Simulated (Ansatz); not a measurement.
## Energy profile

The step: SiH₄ + CH₄ → CH₆Si ([CH3][SiH3]) + H₂; bonds formed: Si1–C7, H2–H6; bonds broken: Si1–H2, H6–C7 (atoms numbered as in the saddle structure below).

Si1  (-0.238, -0.784, -0.602)
H2  (0.359, 0.491, -1.574)
H3  (0.892, -1.600, -1.120)
H4  (-0.681, -1.585, 0.610)
H5  (-1.499, -0.680, -1.384)
H6  (0.338, 0.742, -0.462)
C7  (0.190, 0.738, 0.888)
H8  (0.854, 0.134, 1.505)
H9  (-0.810, 0.787, 1.316)
H10  (0.595, 1.757, 0.824)
(Å)

Electronic energies by CCSD(T) at an estimated basis limit (MP2 extrapolated from triple and quadruple zeta, plus CCSD(T) − MP2 in triple zeta), on PBE0-D4/def2-TZVP structures; CH8Si, singlet; no counterpoise correction. Program: Ansatz 0.2.0. Basis: def2-TZVPP and def2-QZVPP. Cores are frozen in the correlated methods. Extrapolation: Hartree–Fock as exp(−7.88 √X), correlation as X^−2.97.

(1) Give the profile in kJ/mol, counted from the separated reactants. (Judge from chemistry; the value comes from the calculation.)

T1 diagnostic: at most 0.012. The start structure is not quite a true minimum (one mode of 36i cm⁻¹). The end structure is not quite a true minimum (one mode of 55i cm⁻¹).

Results:

(1) By the calculation:
```json
{"point": "separated: SiH4 (Si1, H2, H3, H4, H5; singlet) + CH4 (H6, C7, H8, H9, H10; singlet)", "kJ/mol": "0.0"}
{"point": "start structure", "kJ/mol": "-2.2"}
{"point": "saddle", "kJ/mol": "335.7"}
{"point": "end structure", "kJ/mol": "25.8"}
{"point": "separated: CH6Si (linked as [CH3][SiH3]; Si1, H3, H4, H5, C7, H8, H9, H10; singlet) + H2 (H2, H6; singlet)", "kJ/mol": "27.6"}
```

For scale, one of the runs: CCSD(T)/def2-TZVPP, 185 basis functions, launched by `ansatz run in.yaml --threads 2 --pin off --events-out ev --progress --plain --max-ram 4352MiB`. Hardware: 2 CPU threads of an Arm Neoverse V2, shared host. Wall time 23 s; peak host memory 1.8 GiB.
